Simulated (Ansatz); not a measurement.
Basis-set extrapolation for Cl3OSi (`[O][Si](Cl)(Cl)Cl`) radical (PBE0-D4/def2-TZVP geometry, frozen core, the Gaussian-basis code of Ansatz). Multiplicity 2, UHF reference.

|  | def2-TZVPP | def2-QZVPP |
| --- | --- | --- |
| HF | -1742.534975 | -1742.585727 |
| MP2 correlation | -0.854324 | -0.941050 |
| CCSD(T) correlation | -0.950324 | not run |

Energies in hartree. Use E(X) = E(∞) + A·exp(−7.88·√X) for Hartree–Fock and E(X) = E(∞) + B·X^(−2.97) for correlation, with X = 3 and 4, and add CCSD(T) minus MP2 of the smaller set to the MP2 limit.

What is the CCSD(T) energy at the basis-set limit?

HF limit: -1742.585727 + (-0.050752) × 0.13774 = -1742.59272. MP2 limit: -0.941050 + (-0.086726) × 0.74074 = -1.00529. Higher-order term: -0.950324 − (-0.854324) = -0.09600. Total: -1743.69401 hartree, 548.0 kJ/mol below CCSD(T)/def2-TZVPP.
